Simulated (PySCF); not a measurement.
C5H6N, SMILES c1cc[nH+]cc1, charge +1. Heavy atoms are numbered as in [cH:1]1[cH:2][cH:3][nH+:4][cH:5][cH:6]1. Hydrogens are named by the atom that carries them.

Geometry optimised at PBE0-D3(BJ)/def2-SVP. The isomer is the one that the SMILES or the coordinates give; other isomers of the formula were not compared.

Level of theory: HF/pcSseg-1 run with PySCF.

GIAO shieldings, no solvent; atoms alike by connectivity are averaged. δ = σ(ref) − σ: ¹³C against TMS (σ = 192.6 ppm); ¹⁵N against NH3 (σ = 267.3 ppm); ¹H against TMS (σ = 31.99 ppm), references at their B3LYP-D3(BJ)/def2-TZVP geometries, non-relativistic.

Q: Estimate the chemical shifts. (Estimate from the structure and the level; the computed values follow.)

A: 
```csv
nucleus,atoms,count,δ (ppm)
¹³C,C1 (CH),1,170.5
¹³C,C3 (CH),2,156.3
¹³C,C2 (CH),2,133.8
¹⁵N,N4 (NH),1,208.6
¹H,H on N4,1,10.91
¹H,H on C1,1,9.89
¹H,H on C3,2,9.37
¹H,H on C2,2,8.73
```
